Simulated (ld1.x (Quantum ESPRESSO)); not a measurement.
Before and after: RRKJ potential for chromium (Cr)

```json
{"Element": "Cr", "Generator": "ld1.x (Quantum ESPRESSO) 7.5", "Type": "norm-conserving RRKJ (Kleinman–Bylander form)", "Functional": "PBE", "Relativity": "scalar-relativistic", "Frozen core": "[Ne] 3s2", "Valence charge": "12", "Reference configuration": "3p6 3d5 4s1 4p0", "Partial waves": "4s (bound): rc 2.90 bohr; 3p (bound): rc 1.40 bohr; 3d (bound): rc 1.90 bohr", "Local potential": "all-electron potential smoothed inside 1.20 bohr (lloc = -1)", "Core correction": "none", "rho0": "0.01"}
```

Change: core [Ar], valence charge 6; reference 3d4 4s2 4p0; waves now 4p (bound): rc 3.75 bohr; 3d (bound): rc 1.95 bohr; 4s (bound): rc 1.85 bohr; local potential the s channel; core correction a·sin(br)/r model core, default radius (core density twice the valence density).

Cutoffs: the cutoffs (Ry, on a coarse ladder) from which the occupation-weighted sum of valence levels, in a spherical-Bessel basis at the reference potential, stays within 10 and 1 mRy of its value at 400 Ry; they do not see the model core or the augmentation charge, which bear on the density cutoff. Errors are all-electron minus pseudo energies relative to the spin-unpolarised reference configuration.

Question: What does the change do?

Answer: The potential gets neither clearly harder nor softer (50 Ry and 70 Ry → 45 Ry and 70 Ry); the bound ghost in s disappears. Several settings change at once here, so the effects cannot be laid on one of them.

| quantity | base | changed |
| --- | --- | --- |
| cutoff, loose | 50 Ry | 45 Ry |
| cutoff, tight | 70 Ry | 70 Ry |
| bound ghosts | s | none |
| largest error over its own tests, meV | +988 | -380 |

 A true bound ghost makes a file unfit for plane-wave use even where its test errors are small: the radial tests pick states by their node count and pass the ghost by.
